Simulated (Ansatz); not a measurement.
Input file for `OB(O)O[SiH3]`:

```yaml
crystal:
  periodic: [false, false, false]
  atoms:
    - {symbol: O, position_ang: [-0.049056, 1.213859, -1.187037]}
    - {symbol: B, position_ang: [-0.261667, -0.120920, -0.999613]}
    - {symbol: O, position_ang: [-0.661563, -0.897343, -2.049589]}
    - {symbol: O, position_ang: [-0.070303, -0.661638, 0.239001]}
    - {symbol: Si, position_ang: [0.404306, 0.055647, 1.650324]}
    - {symbol: H, position_ang: [-0.211823, 1.489688, -2.091603]}
    - {symbol: H, position_ang: [-0.778435, -1.815567, -1.797067]}
    - {symbol: H, position_ang: [1.755649, 0.651850, 1.506346]}
    - {symbol: H, position_ang: [0.438062, -1.018309, 2.671447]}
    - {symbol: H, position_ang: [-0.565151, 1.102723, 2.057791]}
basis:
  gaussian: {orbitals: def2-QZVPP}
correlation: {method: ccsd_t}
```

```sh
$ ansatz run in.yaml --threads 2 --pin off --events-out ev --progress --plain --max-ram 32768MiB --backend cuda --devices 0, --max-vram 18GiB
```

The program prints (abridged):

```
Functional definition: HF
2723 factors; integrals over basis functions are off by at most 1.1e-3 eV
mean field evaluation 1: about -14729.1750 eV, gradient 5.4e1 eV
mean field evaluation 2: about -14729.2872 eV, gradient 5.4e1 eV
mean field evaluation 4: about -14734.4951 eV, gradient 3.4e0 eV
mean field evaluation 8: about -14734.5441 eV, gradient 3.0e-1 eV
mean field -14734.54432744 eV, -541.4845166007 hartree, gradient 2.6e-6 eV, S^2 0.000000; 0 other end points of the search recorded, 0 dependent functions left out
9 core orbitals not correlated: weight in the atoms' cores, before any rotation towards them, 1.000 or more for the frozen orbitals, at most 0.000 for the correlated occupied ones
reference -14734.54432744 eV, -541.4845166007 hartree; 15, 15 occupied and 424, 424 virtual orbitals, 2723 factors
second order -27.31288746 eV of doubles, -0.00000000 eV of singles
cycle   1  -27.11346516 eV  change    2.0e-1 eV  update   1.0e-1
cycle   2  -27.71684161 eV  change   -6.0e-1 eV  update   2.9e-2
cycle   3  -27.84640803 eV  change   -1.3e-1 eV  update   1.5e-2
cycle   4  -27.82421506 eV  change    2.2e-2 eV  update   3.0e-3
cycle   5  -27.82338707 eV  change    8.3e-4 eV  update   1.3e-3
cycle   6  -27.82418454 eV  change   -8.0e-4 eV  update   3.5e-4
cycle   7  -27.82397294 eV  change    2.1e-4 eV  update   1.2e-4
cycle   8  -27.82389568 eV  change    7.7e-5 eV  update   3.2e-5
cycle   9  -27.82389957 eV  change   -3.9e-6 eV  update   1.2e-5
perturbative correction -1.03053892 eV, -0.0378716068 hartree
Total energy: -14763.39876593 eV, -542.5448976570 hartree
```

Hardware: 2 threads of an AMD EPYC 7R13 on a shared host and a share of an NVIDIA H100 80 GB. Wall time 25 s, peak host memory 2.2 GiB.

MP2 recovers 94.7 % of the CCSD(T) correlation energy and the triples give 3.6 %; T1 = 0.0116.
